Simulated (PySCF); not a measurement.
CH5AlBGe, C2H6BGe, CH5B2Ge (calculated)

Computed with PySCF 2.14.0. Calculation on a computer-drawn molecule: optimised geometry and harmonic frequencies of an isolated molecule of the commonest isotopes, restricted reference for singlets and unrestricted otherwise, frozen core in MP2; on germanium a core potential holds 10 electrons, which the energies leave out, and 3d is frozen in MP2 and coupled-cluster steps.

Common to all runs: charge 1; multiplicity 1; method HF; basis and core potential on germanium cc-pVDZ-PP ECP10MDF.

(1) CH5AlBGe

Start structure:
```xyz
9
CH5AlBGe
B     -2.1283     0.8426     0.7150
Ge    -0.8986     1.5154    -0.7096
C     -0.9035     3.3340    -0.9576
Al     0.7413     1.3030    -2.6245
H     -2.5792     0.0730     1.4404
H     -0.2888     3.8022    -1.7081
H     -1.4952     3.9511    -0.3563
H      1.1168     2.7081    -3.2222
H      1.2700    -0.1285    -3.0766
```

Here we set basis cc-pV(D+d)Z.

Results for CH5AlBGe: rotational constants 8.371, 2.174, 1.726 GHz; total energy -600.3940 hartree; convergence status largest gradient component 1.704e-05 hartree/bohr.

Drawn bonds:
| atom | other atom | order |
| --- | --- | --- |
| 1 | 2 | 1 |
| 2 | 3 | 2 |
| 2 | 4 | 1 |
| 1 | 5 | 1 |
| 3 | 6 | 1 |
| 3 | 7 | 1 |
| 4 | 8 | 1 |
| 4 | 9 | 1 |

Optimised structure:
```xyz
9
CH5AlBGe
B     -1.7331     0.9023     0.3069
Ge    -0.6370     1.8337    -1.0844
C     -1.2282     3.4840    -0.5915
Al     0.9737     1.0109    -2.8579
H     -2.4260     0.4779     1.1666
H     -0.8937     4.3902    -1.0894
H     -1.9361     3.6642     0.2119
H      1.5745     2.1753    -3.6984
H      1.1403    -0.5376    -2.8632
```

Modes:
| frequency (cm⁻¹) | reduced mass (dalton) |
| --- | --- |
| 70.75 | 5.418 |
| 85.24 | 3.608 |
| 122.5 | 2.812 |
| 130 | 1.058 |
| 295 | 11.09 |
| 447.7 | 1.141 |
| 459.9 | 1.016 |
| 588.2 | 1.131 |
| 593.3 | 5.84 |
| 713.3 | 1.333 |
| 731.3 | 1.22 |
| 757.6 | 1.089 |
| 797.6 | 3.703 |
| 837.9 | 1.301 |
| 959.4 | 1.264 |
| 1532 | 1.143 |
| 2076 | 1.018 |
| 2110 | 1.068 |
| 2900 | 1.102 |
| 3292 | 1.056 |
| 3395 | 1.115 |

(2) C2H6BGe

Start structure:
```xyz
10
C2H6BGe
B     -2.2564     1.3854    -1.4481
Ge    -0.9736    -0.0159    -1.5798
C      0.7395     0.6715    -1.1750
C     -1.2822    -1.9639    -1.9972
H     -3.0298     2.2344    -1.4035
H      0.9072     1.6874    -0.9826
H      1.5848     0.0093    -1.2209
H     -1.9346    -2.3207    -1.2368
H     -1.6671    -2.0215    -2.9594
H     -0.2689    -2.4399    -1.9432
```

Here we set basis cc-pVDZ.

It finds rotational constants 8.093, 4.653, 3.011 GHz; total energy -396.9150 hartree; convergence status largest gradient component 2.99e-05 hartree/bohr.

Drawn bonds:
| atom | other atom | order |
| --- | --- | --- |
| 1 | 2 | 1 |
| 2 | 3 | 2 |
| 2 | 4 | 1 |
| 1 | 5 | 1 |
| 3 | 6 | 1 |
| 3 | 7 | 1 |
| 4 | 8 | 1 |
| 4 | 9 | 1 |
| 4 | 10 | 1 |

Optimised structure:
```xyz
10
C2H6BGe
B     -2.1270     1.3662    -1.4494
Ge    -0.8661    -0.1760    -1.5826
C      0.6415     0.7178    -1.2029
C     -1.2840    -2.0178    -1.9984
H     -2.7445     2.3666    -1.3361
H      0.6270     1.7828    -0.9968
H      1.6236     0.2578    -1.1599
H     -1.9732    -2.4130    -1.2546
H     -1.7260    -2.0770    -2.9911
H     -0.3523    -2.5813    -1.9747
```

Modes:
| frequency (cm⁻¹) | reduced mass (dalton) |
| --- | --- |
| 67.93 | 1.048 |
| 99.68 | 4.336 |
| 126 | 2.875 |
| 176.2 | 2.852 |
| 484.6 | 1.029 |
| 588.6 | 5.047 |
| 625.8 | 4.912 |
| 694 | 1.193 |
| 707.4 | 1.274 |
| 830.1 | 1.312 |
| 850.9 | 4.261 |
| 896.6 | 1.212 |
| 925.8 | 1.248 |
| 959.5 | 1.22 |
| 1393 | 1.181 |
| 1522 | 1.15 |
| 1546 | 1.051 |
| 1550 | 1.05 |
| 2916 | 1.102 |
| 3210 | 1.03 |
| 3301 | 1.056 |
| 3323 | 1.106 |
| 3327 | 1.107 |
| 3409 | 1.116 |

(3) CH5B2Ge

Start structure:
```xyz
9
CH5B2Ge
B     -1.9636    -0.4175     1.8421
Ge    -1.8407    -1.8948     0.7306
B     -2.9247    -3.6129     0.8059
C     -0.5291    -1.8203    -0.6229
H     -2.1808     0.3738     2.5899
H     -3.7588    -3.7754     1.6594
H     -2.7419    -4.4437     0.0929
H     -0.3023    -2.5634    -1.4005
H      0.1430    -0.9272    -0.7833
```

It was run with basis cc-pVDZ.

The calculation gives: rotational constants 7.82, 4.811, 2.979 GHz; total energy -383.1233 hartree; convergence status largest gradient component 3.226e-05 hartree/bohr.

Drawn bonds:
| atom | other atom | order |
| --- | --- | --- |
| 1 | 2 | 1 |
| 2 | 3 | 1 |
| 2 | 4 | 2 |
| 1 | 5 | 1 |
| 3 | 6 | 1 |
| 3 | 7 | 1 |
| 4 | 8 | 1 |
| 4 | 9 | 1 |

Optimised structure:
```xyz
9
CH5B2Ge
B     -1.8912    -0.4487     1.7437
Ge    -1.8585    -2.1136     0.6251
B     -3.0359    -3.7964     0.8294
C     -0.5440    -1.6855    -0.5409
H     -1.8439     0.5645     2.3502
H     -3.8425    -3.8241     1.7004
H     -2.8462    -4.6727     0.0509
H     -0.2275    -2.3630    -1.3286
H     -0.0091    -0.7419    -0.5162
```

Modes:
| frequency (cm⁻¹) | reduced mass (dalton) |
| --- | --- |
| 94.68 | 4.643 |
| 129.1 | 2.912 |
| 162.9 | 2.681 |
| 220 | 1.027 |
| 495.8 | 1.021 |
| 546.8 | 4.933 |
| 591 | 5.411 |
| 679.3 | 1.214 |
| 719.5 | 1.214 |
| 752.4 | 1.414 |
| 808.2 | 3.36 |
| 837.6 | 1.358 |
| 942 | 1.278 |
| 990.7 | 1.274 |
| 1226 | 1.118 |
| 1526 | 1.15 |
| 2757 | 1.044 |
| 2889 | 1.137 |
| 2910 | 1.101 |
| 3301 | 1.056 |
| 3408 | 1.116 |
